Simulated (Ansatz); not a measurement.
Consider the redistribution: `N[SiH](F)[SiH2]F` + `B/C=C/CF` → `B/C=C\[SiH](N)F` + `FC[SiH2]F`.

Program: Ansatz. Geometries: PBE0-D4/def2-TZVP. ΔE: electronic, gas phase. CBS: MP2 limit from def2 TZ/QZ plus the TZ coupled-cluster correction, frozen cores. Double bonds are as drawn, so ΔE can hold a change between cis and trans. DFT in def2-TZVPP. B3LYP here is the variant with VWN-RPA as its local correlation; programs differ in this. One conformer a species, not always the lowest.

`N[SiH](F)[SiH2]F`:

Z-matrix (Å, degrees):
```
Si
F 1 1.609
Si 1 2.350 2 108.3
N 1 1.697 2 114.7 3 118.0
H 1 1.484 2 105.1 3 -123.3
F 3 1.612 1 106.9 2 94.0
H 3 1.487 1 111.4 2 -148.8
H 3 1.485 1 114.0 2 -24.9
H 4 1.007 1 122.9 2 77.3
H 4 1.007 1 121.7 2 -80.9
```

`B/C=C/CF`:

Cartesian coordinates in Å:
```
B 1.965 0.818 0.211
C 0.812 -0.185 0.170
C -0.431 0.231 -0.111
C -1.643 -0.616 -0.187
F -1.380 -1.939 0.068
H 1.734 1.974 -0.011
H 3.087 0.484 0.457
H 0.951 -1.247 0.362
H -0.612 1.287 -0.309
H -2.092 -0.540 -1.186
H -2.391 -0.268 0.537
```

`B/C=C\[SiH](N)F`:

Z-matrix (Å, degrees):
```
Si
N 1 1.701
F 1 1.605 2 113.6
C 1 1.868 2 106.2 3 -118.4
H 1 1.477 2 107.5 3 117.1
H 2 1.007 1 121.0 3 -76.5
H 2 1.007 1 121.9 3 74.4
C 4 1.347 1 125.7 2 -171.0
H 4 1.093 1 116.1 2 8.3
B 8 1.539 4 122.1 1 -3.3
H 8 1.090 4 117.7 1 179.4
H 10 1.197 8 119.6 4 9.4
H 10 1.196 8 121.5 4 -170.2
```

`FC[SiH2]F`:

Z-matrix (Å, degrees):
```
C
Si 1 1.881
F 1 1.389 2 111.3
H 1 1.097 2 109.9 3 -120.2
H 1 1.096 2 111.2 3 121.0
F 2 1.598 1 109.8 3 -69.4
H 2 1.485 1 108.3 3 172.6
H 2 1.481 1 110.8 3 50.0
```

(1) Is it downhill or uphill in electronic energy at CCSD(T)/CBS, and by how much? (Best estimate.)

(2) What do these levels give: B3LYP-D4, B3LYP, MP2/def2-TZVPP, SCS-MP2/def2-TZVPP, HF/def2-QZVPP, CCSD/CBS(def2)? (An estimate is asked.)

Largest T1 diagnostic among the species: 0.012.

Results:

(1) The calculation gave: Downhill: ΔE = -13.8 kJ/mol.

(2) Ansatz gave: B3LYP-D4 -8.1, B3LYP -4.7, MP2/def2-TZVPP -17.0, SCS-MP2/def2-TZVPP -16.8, HF/def2-QZVPP -10.5, CCSD/CBS(def2) -13.5 kJ/mol.

From PBE to PBE0 (25 % exact exchange), in def2-TZVPP and without D4, ΔE moves by −3.0 kJ/mol. The D4 term adds −3.5 kJ/mol with B3LYP and −1.8 kJ/mol with PBE0; it sums over pairs of atoms, weighted by their polarisabilities, and B3LYP, whose exchange is more repulsive, gets the larger term.
